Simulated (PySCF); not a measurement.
Species: BrGeH₄P.
Numbering: `[PH2:1][GeH2:2][Br:3]` (hydrogens: H4, H5 on P1; H6, H7 on Ge2)

Computed, not measured: PBE0-D3(BJ)/def2-SVP geometry optimisation, gas phase in PySCF.

**Question.** Give the optimised bond lengths and angles.

**Answer.** 
```
          bond  length (bohr)
        P1–Ge2          4.380
       Ge2–Br3          4.372
  P1–H4, P1–H5          2.702
Ge2–H6, Ge2–H7          2.907
```

Bonds in one row agree within 0.02 bohr and their mean is given. A selection of angles:
```
     angle  degrees
 Ge2–P1–H4     92.4
 Ge2–P1–H5     92.7
  H4–P1–H5     93.3
P1–Ge2–Br3    106.0
 P1–Ge2–H6    110.8
 P1–Ge2–H7    115.1
Br3–Ge2–H6    107.1
Br3–Ge2–H7    106.2
 H6–Ge2–H7    111.0
```

Ge2 (germanium bonded to Br, P and 2 H) is distorted tetrahedral (angles from 106.0° to 115.1°). P1 (three-coordinate phosphorus) is pyramidal (angles 93.3°, 92.7° and 92.4°, sum 278.3°, 0.88 Å off the plane of its three neighbours).

No PBE0-D3(BJ)/def2-SVP frequencies stand behind this structure, so it isn't proved a minimum. One conformer, not necessarily the lowest (H–P1–Ge2–Br3 -70° and -164°).
